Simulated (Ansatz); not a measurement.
`BO[SiH2]B` + HBr → `BO[SiH2]Br` + BH₃  (cleavage of the Si–B bond)

Isolated molecules relaxed with PBE0-D4/def2-TZVP in Ansatz; ΔE leaves out vibrations. CCSD(T)/CBS is the MP2 limit (def2-TZVPP, def2-QZVPP) plus CCSD(T) − MP2 in def2-TZVPP, frozen cores. This one scheme is used for every species. Functionals use def2-TZVPP. B3LYP here is the variant with VWN-RPA as its local correlation; programs differ in this. HSE06 is defined as in plane-wave codes. For Br outer-core shells are correlated without core-valence functions, which leaves a few kJ/mol of doubt a bond. Scalar relativity is left out up to krypton. One conformer a species, not always the lowest.

Q: Is it downhill or uphill in electronic energy at CCSD(T)/CBS, and by how much? (Estimate.)

A: Ansatz gave: Downhill: ΔE = -120.7 kJ/mol.

Q: What do these levels give: LDA (SPW92), r2SCAN-D4, PBE0-D4, PBE-QIDH, BLYP, r2SCAN, B3LYP, HSE06, LC-ωPBE, HF/def2-SVP, HF/def2-TZVPP, SCS-MP2/def2-TZVPP? (Best estimate.)

A: Computed: LDA (SPW92) -96.6, r2SCAN-D4 -115.0, PBE0-D4 -111.1, PBE-QIDH -120.9, BLYP -107.0, r2SCAN -114.9, B3LYP -112.9, HSE06 -110.1, LC-ωPBE -111.2, HF/def2-SVP -121.6, HF/def2-TZVPP -132.1, SCS-MP2/def2-TZVPP -126.5 kJ/mol.

Q: What do rigid-rotor, harmonic-oscillator terms from PBE0-D4/def2-TZVP frequencies (298.15 K, 1 bar) make of the CCSD(T)/CBS value? (Estimate.)

A: The calculation gave: ΔZPE = +5.4 kJ/mol, ΔH = -116.1 kJ/mol, ΔS = -6 J/(mol·K), ΔG = -114.4 kJ/mol. Modes under 50 cm⁻¹ make the entropy rough.

Largest T1 diagnostic among the species: 0.013.

From PBE to PBE0 (25 % exact exchange), in def2-TZVPP and without D4, ΔE moves by −7.9 kJ/mol. At CCSD(T), def2-SVP lies +16.0 kJ/mol from the extrapolated value and def2-TZVPP +4.9 kJ/mol. Leaving LDA and LC-ωPBE aside and taking each functional with its dispersion term where it has one, the values, not all of them listed here, spread over 21.2 kJ/mol, from BHLYP-D4 to PBE-D4. LDA lies +5.5 kJ/mol from PBE without D4.
